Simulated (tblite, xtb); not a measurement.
H₄Si₂, charge +1, doublet, at a GFN2-xTB geometry (a state made from the parent by changing its charge; the spin is typed, not shown lowest). Base run: GFN1-xTB (xtb).

xtb was given this input:
```
$ xtb mol.xyz --gfn 1 --chrg 1 --uhf 1 --json

# file mol.xyz
6

Si    -0.16616702     1.07796466     0.62002792
H      0.06478625     2.52939845     0.75560368
Si     0.13180641    -0.97390264    -0.53199956
H      0.93583729    -0.94240197    -1.75786354
H     -1.28013849    -1.29759961    -0.77854108
H      0.76056340    -1.74626515     0.54840391
```

Programs used: tblite, xtb; a row that names a program was run with it.

Variants of this job, named by their change:

| change | ΔE vs base (kJ/mol) | SCF cycles |
|---|---|---|
| base | 0.00 | 10 |
| program = tblite; method = gfn1; option = (--guess, eeq) | 0.00 | - |
| etemp = 1000 | -0.95 | 10 |
| acc = 30 | 0.00 | 9 |
| acc = 0.1 | 0.00 | 11 |
| program = tblite; method = gfn1; option = (--efield, 0,0,0.1) | -1.73 | - |
| alpb = cs2 | -130.0 | 11 |
| program = tblite; method = gfn1 | 0.00 | - |

ALPB and GBSA are two models with their own fitted parameters for each solvent, which aren't always the measured dielectric constant.
